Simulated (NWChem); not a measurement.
Molecule: C4H5F; SMILES C#C[C@H](C)F

Computed with NWChem. The geometry was optimised at B3LYP/6-31G* (spherical d).

For level TPSSh/def2-TZVP:

```yaml
highest occupied level (eV): -7.39
orbital gap (eV): 7.18
```

Task: How do the values read with level PBE0/def2-TZVP instead?

Result: 
| Property | Value |
|---|---|
| highest occupied level (eV) | -8.11 |
| orbital gap (eV) | 8.34 |
